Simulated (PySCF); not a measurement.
SrF, SMILES [F][Sr+], charge +1. Atoms are numbered in the order given.

```xyz
2

Sr     0.0000     0.0000    -0.3870
F      0.0000     0.0000     1.6340
```
Charge +1, spin multiplicity 1.

Geometry: B3LYP-D3(BJ)/def2-TZVPD. The spin state was assumed, not searched. The def2 effective core potentials stand for the cores of Sr; spin–orbit coupling is left out.

These are PySCF with TDDFT-M06-2X/def2-TZVPD values and carry that method's errors.

Vertical excitations; the highest root listed may be one member of a degenerate set. Gas-phase values at a fixed geometry. State labels are in the subgroup C2v.

| state | symmetry | energy (eV) | λ (nm) | f | main pairs |
|---|---|---|---|---|---|
| S1 | A1 | 6.99 | 177 | 0.005 | HOMO−2→LUMO 94 % |
| S2 | B2 | 7.01 | 177 | 0.008 | HOMO→LUMO (degenerate set) |
| S3 | B1 | 7.01 | 177 | 0.008 | HOMO−1→LUMO (degenerate set) |
| S4 | A2 | 8.44 | 147 | 0.000 | HOMO−2→LUMO+4 (degenerate set) |
| S5 | A1 | 8.44 | 147 | 0.000 | HOMO−2→LUMO+3 (degenerate set) |
| S6 | B2 | 8.52 | 146 | 0.000 | HOMO−1→LUMO+4, HOMO→LUMO+3 (degenerate set) |
| S7 | B1 | 8.52 | 146 | 0.000 | HOMO→LUMO+4, HOMO−1→LUMO+3 (degenerate set) |
| S8 | B2 | 8.55 | 145 | 0.005 | HOMO→LUMO+3, HOMO−1→LUMO+4 (degenerate set) |
| S9 | B1 | 8.55 | 145 | 0.005 | HOMO−1→LUMO+3, HOMO→LUMO+4 (degenerate set) |
| S10 | B2 | 8.78 | 141 | 0.001 | HOMO−2→LUMO+2 58 %, HOMO−2→LUMO+7 36 % |
| T1 | A1 | 6.94 | 179 | 0 | HOMO−2→LUMO 93 % |
| T2 | B1 | 7.02 | 177 | 0 | HOMO−1→LUMO (degenerate set) |
| T3 | B2 | 7.02 | 177 | 0 | HOMO→LUMO (degenerate set) |
| T4 | A2 | 8.39 | 148 | 0 | HOMO−2→LUMO+4 97 % |
Triplets are in the Tamm–Dancoff approximation, which puts them higher than full response would, so one can lie above its singlet here.
